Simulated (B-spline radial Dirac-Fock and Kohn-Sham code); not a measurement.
Calculated with a B-spline atomic structure program, using the Dirac equation of a negative muon with reduced mass in the field of a spherical finite nucleus, with the Uehling potential to all orders; nuclear polarisation, deformation, hyperfine structure, self-energy, higher-order vacuum polarisation, relativistic recoil and electron screening are left out. The nuclear charge is a Fermi distribution (skin thickness 2.3 fm).

Question: A muonic atom of atomic mass 170.94 u emits these computed lines: 2p3/2 → 1s1/2 5073 keV, 3d5/2 → 2p3/2 1874 keV, 4f7/2 → 3d5/2 681.1 keV, 5g9/2 → 4f7/2 313.4 keV. Which element is it, and what rms charge radius was used?

Answer: Ytterbium (Z = 70, nuclide ¹⁷¹Yb); the high transitions hardly feel the nucleus and fix Z. The 2p → 1s line lies 6240 keV below the value for a point nucleus without QED, which for this nuclear model gives a radius near 5.29 fm (5.2906 fm was used).
